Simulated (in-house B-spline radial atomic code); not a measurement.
Values are calculated unless marked as measured or tabulated.
**From levels and matrix elements to observables: Cr²¹⁺**

One electron outside the 1s2 core, from a B-spline radial code for spherical atoms: Brueckner orbitals with a screened correlation potential on Dirac-Hartree-Fock, Breit and QED terms for the lowest states, dipole elements in length form with static core polarisation. The core's own polarisability, by RPA, is 2.792e-05 bohr³.

| state | removal energy (cm⁻¹) | size of the reduced dipole element to 2s1/2 (a.u.) |
| --- | --- | --- |
| 2s1/2 | 13882145 | - |
| 3s1/2 | 6079556 | - |
| 2p1/2 | 13524724 | 0.1877 |
| 2p3/2 | 13433842 | 0.2673 |
| 3p1/2 | 5980451 | 0.1027 |
| 3p3/2 | 5953565 | 0.1426 |

Use R = 109737.3 cm⁻¹, 1 hartree = 219474.6 cm⁻¹, c = 137.036 and 1 a.u. of rate = 4.1341e16 s⁻¹.

Question: Find the quantum defects of the two s states and predict 4s1/2.

Answer: With n* = 22 √(R/E): 2s1/2 has n* = 1.9560, δ = 0.0440; 3s1/2 has n* = 2.9557, δ = 0.0443. Ritz's form δ = δ0 + b/n*² gives b = -0.002, δ0 = 0.0445, so with n* ≈ 4 − 0.0443, δ = 0.0444 and E = R × 22²/(4 − 0.0444)² = 3394450 cm⁻¹. The program finds 3395709 cm⁻¹. In so highly charged an ion δ holds relativistic, Breit and QED shifts that Ritz's form doesn't follow, and the higher level lacks the last two.

Question: What are the wavelength, oscillator strength and rate of 2s1/2–2p3/2?

Answer: ΔE = 448303 cm⁻¹ = 2.04262 hartree, λ = 22.306 nm in vacuum. f = (2/3) ΔE D²/(2j + 1 of the lower state) = (2/3) × 2.04262 × 0.2673²/2 = 0.0486. A = (4/3) ΔE³ D²/(c³ (2j' + 1)) = 7.8874e-08 a.u. = 3.261e+09 s⁻¹, a partial lifetime of 0.3067 ns.
